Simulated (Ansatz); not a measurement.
Ansatz (a program for electronic structure) input (B3LYP-D3(BJ)/def2-TZVP):

Ansatz 0.2 input:
```yaml
crystal:
  periodic: [false, false, false]
  atoms:
    - {symbol: B, position_ang: [-0.03709867, 0.33687275, -0.21651831]}
    - {symbol: Cl, position_ang: [-0.18421191, 1.82634233, -1.12388114]}
    - {symbol: N, position_ang: [1.24056708, -0.19896821, -0.02563611]}
    - {symbol: N, position_ang: [-1.20308797, -0.25465581, 0.28020195]}
    - {symbol: H, position_ang: [1.41649444, -1.04593051, 0.48261511]}
    - {symbol: H, position_ang: [2.07049930, 0.23394370, -0.38804143]}
    - {symbol: H, position_ang: [-1.20998698, -1.10658040, 0.81011036]}
    - {symbol: H, position_ang: [-2.11509408, 0.13906364, 0.13765307]}
basis:
  gaussian:
    orbitals: def2-TZVP
hamiltonian:
  xc: b3lyp
  dispersion: d3bj
relax: {f_tol: 0.002, max_steps: 150}
```

End of the output:

```
the calculation of the forces begins
reference -16250.41564038 eV, -597.1917598565 hartree; 20, 20 occupied and 134, 134 virtual orbitals, 918 factors
relax step   3: F+E_penalty+E_count = -16250.67019159 eV  Δ(F+E_penalty+E_count) = -8.617e-3 eV  max|allowed force component| = 1.388e-1 eV/Å  Δτ_max = 0.0170 Å  (30 SCF iters, accepted)
these checks for a lower state are left out or cut short: starts, cluster_reference, orbital_swaps, neighbouring_geometries, increment
integrals: 0.06 GiB planned
918 factors; their error is unknown
mean field: 0.62 GiB planned
mean field evaluation 32: about -16250.3859 eV, gradient 8.4e-1 eV
mean field -16250.41610245 eV, -597.1917768373 hartree, gradient 1.1e-5 eV, S^2 0.000000; 0 other end points of the search recorded, 0 dependent functions left out
the calculation of the forces begins
reference -16250.41634116 eV, -597.1917856100 hartree; 20, 20 occupied and 134, 134 virtual orbitals, 918 factors
relax step   4: F+E_penalty+E_count = -16250.67093521 eV  Δ(F+E_penalty+E_count) = -7.436e-4 eV  max|allowed force component| = 6.126e-3 eV/Å  Δτ_max = 0.0108 Å  (31 SCF iters, accepted)
these checks for a lower state are left out or cut short: starts, cluster_reference, orbital_swaps, neighbouring_geometries, increment
integrals: 0.06 GiB planned
918 factors; their error is unknown
mean field: 0.62 GiB planned
mean field -16250.41612548 eV, -597.1917776836 hartree, gradient 1.8e-5 eV, S^2 0.000000; 0 other end points of the search recorded, 0 dependent functions left out
the calculation of the forces begins
reference -16250.41636421 eV, -597.1917864569 hartree; 20, 20 occupied and 134, 134 virtual orbitals, 918 factors
relax step   5: F+E_penalty+E_count = -16250.67093707 eV  Δ(F+E_penalty+E_count) = -1.860e-6 eV  max|allowed force component| = 5.285e-3 eV/Å  Δτ_max = 0.0005 Å  (21 SCF iters, accepted)
these checks for a lower state are left out or cut short: starts, cluster_reference, orbital_swaps, neighbouring_geometries, increment
integrals: 0.06 GiB planned
918 factors; their error is unknown
mean field: 0.62 GiB planned
mean field -16250.41611913 eV, -597.1917774503 hartree, gradient 6.1e-5 eV, S^2 0.000000; 0 other end points of the search recorded, 0 dependent functions left out
the calculation of the forces begins
reference -16250.41635785 eV, -597.1917862232 hartree; 20, 20 occupied and 134, 134 virtual orbitals, 918 factors
relax step   6: F+E_penalty+E_count = -16250.67093838 eV  Δ(F+E_penalty+E_count) = -1.309e-6 eV  max|allowed force component| = 1.979e-4 eV/Å  Δτ_max = 0.0005 Å  (18 SCF iters, accepted)
integrals: 0.06 GiB planned
918 factors; their error is unknown
mean field: 0.62 GiB planned
mean field evaluation 64: about -16250.4161 eV, gradient 2.5e-4 eV
mean field -16250.41611913 eV, -597.1917774503 hartree, gradient 6.1e-5 eV, S^2 0.000000; 1 other end points of the search recorded, 0 dependent functions left out
the calculation of the forces begins
reference -16250.41635785 eV, -597.1917862232 hartree; 20, 20 occupied and 134, 134 virtual orbitals, 918 factors
Total energy: -16250.67117710 eV, -597.2011506579 hartree
Atom 0 at    -0.035506     0.321689    -0.206980 Å, force    -0.000016     0.000059    -0.000056 eV/Å
Atom 1 at    -0.187427     1.853728    -1.141439 Å, force    -0.000001     0.000046    -0.000018 eV/Å
Atom 2 at     1.254383    -0.206301    -0.022491 Å, force    -0.000089     0.000008     0.000013 eV/Å
Atom 3 at    -1.215111    -0.262483     0.286880 Å, force     0.000095     0.000017    -0.000006 eV/Å
Atom 4 at     1.441364    -1.054242     0.483269 Å, force     0.000015    -0.000137     0.000085 eV/Å
Atom 5 at     2.071211     0.244039    -0.392921 Å, force     0.000180     0.000078    -0.000075 eV/Å
Atom 6 at    -1.233462    -1.115094     0.818365 Å, force     0.000014    -0.000141     0.000088 eV/Å
Atom 7 at    -2.117372     0.148752     0.131820 Å, force    -0.000198     0.000070    -0.000031 eV/Å
Dipole moment:     0.049951    -0.503712     0.307244 e Å
```
